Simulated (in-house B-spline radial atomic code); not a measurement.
Checks on a self-consistent run for Hf³⁺, [Xe] 4f14 8p1. Method: Dirac-Hartree-Fock, average of configuration, Fermi nucleus of rms radius 5.347 fm. Calculated with an all-electron radial atomic-structure program (B-spline basis).

| orbital | q | ε (Eh) | <1/r> | <r²> | small-component weight |
| --- | --- | --- | --- | --- | --- |
| 1s1/2 | 2 | -2417.80036 | 83.7749 | 0.000495041 | 0.073343 |
| 2s1/2 | 2 | -419.49828 | 20.3235 | 0.00757435 | 0.016565 |
| 2p1/2 | 2 | -399.80791 | 20.2479 | 0.00544595 | 0.016583 |
| 2p3/2 | 4 | -355.91271 | 17.2187 | 0.00664713 | 0.015067 |
| 3s1/2 | 2 | -98.81349 | 7.47085 | 0.0494408 | 0.0054393 |
| 3p1/2 | 2 | -90.11542 | 7.37244 | 0.0456294 | 0.0053661 |
| 3p3/2 | 4 | -80.55428 | 6.59673 | 0.0522067 | 0.0049414 |
| 3d3/2 | 4 | -66.03332 | 6.46848 | 0.0408235 | 0.0047971 |
| 3d5/2 | 6 | -63.96934 | 6.28274 | 0.0426393 | 0.0046766 |
| 4s1/2 | 2 | -22.12546 | 3.10366 | 0.248125 | 0.0017379 |
| 4p1/2 | 2 | -18.52036 | 2.99036 | 0.258026 | 0.0016487 |
| 4p3/2 | 4 | -16.31326 | 2.73482 | 0.292561 | 0.0015011 |
| 4d3/2 | 4 | -10.37633 | 2.5084 | 0.325952 | 0.0013031 |
| 4d5/2 | 6 | -9.96378 | 2.4431 | 0.339912 | 0.001259 |
| 5s1/2 | 2 | -4.30579 | 1.16259 | 1.46416 | 0.00035222 |
| 5p1/2 | 2 | -3.15229 | 1.04945 | 1.76831 | 0.00029459 |
| 5p3/2 | 4 | -2.83722 | 0.964215 | 2.03131 | 0.00025713 |
| 4f5/2 | 6 | -2.55811 | 1.95768 | 0.53222 | 0.00085726 |
| 4f7/2 | 8 | -2.48686 | 1.92813 | 0.550962 | 0.00083705 |
| 8p1/2 | 0.33333 | -0.31325 | 0.142153 | 99.0099 | 1.2758e-05 |
| 8p3/2 | 0.66667 | -0.30497 | 0.137848 | 104.572 | 1.2158e-05 |

Electron-electron repulsion V_ee = 5530.8712 hartree.

Task: What total energy follows from the eigenvalues?

Result: The eigenvalues count the repulsion twice, so E = Σqε - V_ee = -9555.537 - 5530.871 = -15086.408 hartree; the run printed -15086.408.

Task: Does the Dirac virial theorem hold?

Result: For a point nucleus E = -2c²Σq·w, with w the small-component weight. Here Σq·w = 0.40159 and c = 137.0360, so the ratio E/(-2c²Σq·w) is 1.000231; the finite nucleus accounts for the departure from 1.

Task: What diamagnetic shielding (Lamb formula) and susceptibility (Langevin formula) do the radii give?

Result: σ = (α²/3)Σq<1/r> = 520.622/(3·137.036²) = 9241.3 ppm, and χ = -0.79199×10⁻⁶·Σq<r²> = -104×10⁻⁶ cm³/mol with Σq<r²> = 131.31 bohr². Both are non-relativistic formulas without the paramagnetism of open shells; for so heavy an element the full relativistic shielding is larger by tens of per cent.
